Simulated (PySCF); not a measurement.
Compound: C4H8GeS.
Bonds: C1–C2, C2–C3 (triple), C3–Ge4, Ge4–S5, S5–C6. Hydrogens: H7, H8, H9 on C1; H10, H11 on Ge4; H12, H13, H14 on C6.

A GFN2-xTB structure was refined with PySCF, PBE0-D3(BJ)/def2-SVP geometry optimisation, gas phase. Its GFN2-xTB values:

```csv
coordinate,GFN2-xTB
C1–C2,1.436 Å
C1–H7,1.071 Å
C2≡C3,1.201 Å
C3–Ge4,1.938 Å
Ge4–S5,2.176 Å
Ge4–H10,1.498 Å
S5–C6,1.819 Å
C6–H12,1.085 Å
C1–C2–C3,178.3°
C2–C3–Ge4,173.9°
C3–Ge4–S5,110.0°
Ge4–S5–C6,99.1°
```

Task: How do these coordinates change at the PBE0-D3(BJ)/def2-SVP level?

Result: 
| coordinate | PBE0-D3(BJ)/def2-SVP (Å or °) | change |
| --- | --- | --- |
| C3–Ge4 | 1.894 | -0.044 |
| Ge4–S5 | 2.219 | +0.043 |
| Ge4–H10 | 1.535 | +0.037 |
| C1–H7 | 1.101 | +0.030 |
| C2≡C3 | 1.219 | +0.018 |
| C1–C2 | 1.451 | +0.015 |
| C6–H12 | 1.100 | +0.015 |
| S5–C6 | 1.820 | +0.001 |
| C2–C3–Ge4 | 177.7 | +3.8 |
| C1–C2–C3 | 179.5 | +1.2 |
| C3–Ge4–S5 | 108.9 | -1.1 |
| Ge4–S5–C6 | 99.5 | +0.4 |

The energy falls by 0.152 eV over 8 energy and gradient evaluations, the largest force component goes from 0.0406 to 1.8e-04 Eh/bohr, and the atoms move by 0.058 Å rms after alignment. Among the bonds, C3–Ge4 and Ge4–S5 change most and about equally (-0.044 to +0.043 Å). Bonds longer at the end by more than 0.005 Å: 9 of 13; shorter: 2. Rotational constants go from 2815, 1037, 812.0 to 2768, 1029, 803.4 MHz.

The run used 146 basis functions and 53 SCF cycles in all. Hardware: one thread of an Arm Neoverse N1 (shared host). Cost: 2.1 min of wall time, 0.57 GiB resident at most.

No frequency check. The numbers are those of one conformer.

Conformer computed: `[CH3:1][C:2]#[C:3][GeH2:4][S:5][CH3:6]`: C3–Ge4–S5–C6 54°.
